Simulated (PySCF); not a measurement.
**MoN₂ + Cl₂ → MoCl₂ + N₂**

Level: PBE0 in the def2-TZVP basis family, computed in PySCF with density fitting; scalar-relativistic core potentials for atoms from Rb on, none lighter, no spin–orbit coupling; open shells unrestricted.

```json
{"species": "MoN₂", "state and structure": "singlet, C2v, Mo–N 1.652 Å (×2); N–Mo–N 104.4°", "E (Eh)": "-177.49392", "ZPE (kJ/mol)": "15.5", "H(298 K) − H(0) (kJ/mol)": "10.7", "S° (J/(mol K))": "262.1"}
{"species": "Cl₂", "state and structure": "singlet, D∞h, Cl–Cl 1.982 Å", "E (Eh)": "-920.08940", "ZPE (kJ/mol)": "3.5", "H(298 K) − H(0) (kJ/mol)": "9.1", "S° (J/(mol K))": "222.5"}
{"species": "MoCl₂", "state and structure": "quintet, C2v, Mo–Cl 2.260 Å (×2); Cl–Mo–Cl 131.6°", "E (Eh)": "-988.38164", "ZPE (kJ/mol)": "5.3", "H(298 K) − H(0) (kJ/mol)": "13.6", "S° (J/(mol K))": "316.3"}
{"species": "N₂", "state and structure": "singlet, D∞h, N–N 1.089 Å", "E (Eh)": "-109.44629", "ZPE (kJ/mol)": "14.9", "H(298 K) − H(0) (kJ/mol)": "8.7", "S° (J/(mol K))": "191.4"}
```

What is the electronic reaction energy?

At PBE0/def2-TZVP, ΔE = -642.2 kJ/mol from the differences of the total energies times 2625.5, downhill. Chlorination of this kind underlies dry etching.

Add zero-point, thermal and entropy terms for 298.15 K and 1 bar.

ΔZPE = 1.2 and Δ[H(298) − H(0)] = 2.5 kJ/mol give ΔH° = -638.5 kJ/mol. ΔS° = 23.1 J/(mol K), so ΔG° = -638.5 − 298.15 × (0.0231) = -645 kJ/mol.

Open d or f shells are single determinants, so the state found may not be the ground state. Each species is the lowest minimum found with this bonding; other isomers or fragments can lie lower.
